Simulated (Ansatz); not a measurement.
System: Al$_{2}$H$_{4}$, charge -1, multiplicity 2. It need not be the lowest isomer of its formula. 
Geometry from a B3LYP-D3(BJ)/def2-TZVP (Ansatz, a quantum-chemistry and plane-wave program) optimisation:
SMILES: [AlH2][AlH2-]
```xyz
6

Al     0.0396     0.0468     1.2405
Al    -0.0396    -0.0468    -1.2405
H      1.3288    -0.3465     2.1404
H     -1.1906     0.5098     2.1885
H      1.1906    -0.5098    -2.1885
H     -1.3288     0.3465    -2.1404
```
Charge -1, spin multiplicity 2.

Basis-set convergence of Hartree-Fock and MP2 correlation energies (hartree) with Ansatz. Correlated levels leave the core frozen unless marked. UHF or UKS for open shells. Spin-orbit coupling is left out. No relativistic terms.

| basis | functions | E(HF) | E(corr, MP2) |
|---|---|---|---|
| def2-SVPD | 80 | -485.99313 | -0.15265 |
| def2-TZVPPD | 164 | … | … |

Fill in the missing entries.


- def2-TZVPPD, E(HF): -486.16181
- def2-TZVPPD, E(corr, MP2): -0.18026
